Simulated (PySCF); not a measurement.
## Vertical excitation energies

C5H7OP.
InChI=1S/C5H7OP/c1-3-4-5(6-2)7-4/h3,7H,1H2,2H3

Method used: TDDFT CAM-B3LYP/def2-SVPD, vertical, gas phase, core orbitals frozen in the response (PySCF). Isolated species at its GFN2-xTB geometry (one conformer only). Torsions of this conformer, `[CH2:1]=[CH:2][C:3]1=[C:4]([O:5][CH3:6])[PH:7]1`: C1–C2–C3–C4 180°, C3–C4–O5–C6 176°.

```csv
state,E (eV),λ (nm),f,|μ| (D),"main configurations (H = HOMO, L = LUMO)"
S1,4.72,262.4,0.275,3.92,H→L (89%)
S2,4.82,257.0,0.026,1.20,"H→L+1 (66%), H→L+2 (23%)"
S3,5.47,226.8,0.016,0.87,"H→L+2 (52%), H→L+1 (25%), H→L+3 (13%)"
S4,5.99,206.8,0.019,0.92,"H-2→L (57%), H-1→L (30%)"
S5,6.12,202.5,0.103,2.11,"H-1→L (51%), H-2→L (25%)"
S6,6.26,197.9,0.019,0.89,"H→L+4 (44%), H→L+3 (13%), H→L+7 (13%)"
S7,6.54,189.5,0.0081,0.57,"H→L+5 (59%), H→L+3 (28%)"
S8,6.69,185.4,0.044,1.32,"H→L+4 (34%), H→L+3 (32%), H→L+5 (14%)"
```

Triplets, Tamm–Dancoff:

```tsv
state	E (eV)	λ (nm)	main configurations (H = HOMO, L = LUMO)
T1	2.96	419.2	H→L (89%)
T2	4.25	291.5	H→L+1 (61%), H→L+2 (23%)
T3	4.93	251.5	H-1→L (34%), H-3→L (24%), H→L+6 (16%)
```

The lowest singlet comes at 262 nm (456 kJ/mol) in the ultraviolet; it is strong; its leading configuration is HOMO→LUMO (89%). The lowest level is also the most intense of those listed (f = 0.275). Löwdin shares by element: HOMO carbon 48% or more, phosphorus 21% (atoms not listed hold the other 32%); LUMO carbon 76% or more (atoms not listed hold the other 24%). Of the 8 states listed, 7 reach f = 0.01 and none stays under 0.0005. The oscillator strengths of these states sum to 0.511; summed over the whole spectrum of an exact calculation they would give the number of electrons, 60 (Thomas–Reiche–Kuhn). The listed states span 1.96 eV, and the widest gap between neighbours is 0.64 eV (S2 to S3). Only the lowest 8 singlets were computed, as vertical energies without vibronic structure.
